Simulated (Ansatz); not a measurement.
Molecule: sum formula H$_{2}$BO, charge 0, multiplicity 2. It need not be the lowest isomer of its formula. 
Geometry from a B3LYP-D3(BJ)/def2-TZVP (Ansatz, a quantum-chemistry and plane-wave program) optimisation:
```
B
O 1 1.3311
H 2 0.9692 1 117.14
H 1 1.2013 2 125.48 3 0.00
```
Charge 0, spin multiplicity 2.

Basis-set convergence of Hartree-Fock and CCSD(T) correlation energies (hartree) with Ansatz. Valence correlation only, unless marked. Open shells are spin-unrestricted. No spin-orbit coupling. No relativistic terms.

| basis | functions | E(HF) | E(corr, CCSD(T)) |
|---|---|---|---|
| def2-SVP | 38 | -100.60788 | -0.27606 |
| def2-TZVPP | 90 | -100.73148 | -0.34419 |
| def2-QZVPP | 174 | -100.73662 | -0.36733 |

Extrapolating the two largest sets (X = 3 and 4) as X^-3: E(corr) = (64·(-0.36733) - 27·(-0.34419))/37 = -0.3842 Eh, an estimate of the basis-set limit. The largest set recovers 95.6 % of it, the smallest 71.8 %.
